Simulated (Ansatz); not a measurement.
Abridged output of a molecular run in Ansatz:

```
Functional definition: HF
1528 factors; integrals over basis functions are off by at most 8.9e-4 eV
mean field evaluation 1: about -32383.4533 eV, gradient 4.9e1 eV
mean field evaluation 2: about -32383.7796 eV, gradient 5.0e1 eV
mean field evaluation 4: about -32388.5537 eV, gradient 3.5e0 eV
mean field evaluation 8: about -32388.6259 eV, gradient 2.6e-1 eV
mean field -32388.62622245 eV, -1190.2600598757 hartree, gradient 6.4e-6 eV, S^2 0.000000; 0 other end points of the search recorded, 0 dependent functions left out
17 core orbitals not correlated: weight in the atoms' cores, before any rotation towards them, 1.000 or more for the frozen orbitals, at most 0.000 for the correlated occupied ones
reference -32388.62622245 eV, -1190.2600598757 hartree; 16, 16 occupied and 225, 225 virtual orbitals, 1528 factors
second order -24.73808497 eV of doubles, -0.00000000 eV of singles
cycle   1  -25.33880262 eV  change   -6.0e-1 eV  update   1.0e-1
cycle   2  -25.92828954 eV  change   -5.9e-1 eV  update   3.0e-2
cycle   3  -26.05313903 eV  change   -1.2e-1 eV  update   1.5e-2
cycle   4  -26.03796903 eV  change    1.5e-2 eV  update   3.3e-3
cycle   5  -26.03715277 eV  change    8.2e-4 eV  update   1.4e-3
cycle   6  -26.03765069 eV  change   -5.0e-4 eV  update   4.0e-4
cycle   7  -26.03738629 eV  change    2.6e-4 eV  update   1.6e-4
cycle   8  -26.03735897 eV  change    2.7e-5 eV  update   4.9e-5
cycle   9  -26.03737917 eV  change   -2.0e-5 eV  update   2.0e-5
perturbative correction -0.96029697 eV, -0.0352902629 hartree
Total energy: -32415.62389859 eV, -1191.2522061741 hartree
```

Its atoms:

Cartesian coordinates in Å:
```
O -1.411 -0.006 -1.678
Si 0.167 -0.120 -1.207
Si 0.253 0.373 1.077
O -0.517 -0.819 1.895
Cl 2.262 0.424 1.574
H -1.625 -0.205 -2.591
H 1.029 0.855 -1.936
H 0.726 -1.480 -1.445
H -0.272 1.708 1.464
H -0.613 -0.730 2.846
```

Question: Which basis set was used?
A. def2-SVPD
B. def2-TZVPPD
C. cc-pV(Q+d)Z
D. def2-TZVPP

Answer: D. It gives 258 functions.

Question: Write the keys of the input that set method, charge and spin (a neutral closed shell needs none for the last two).

Answer: 
```yaml
correlation: {method: ccsd_t}
```
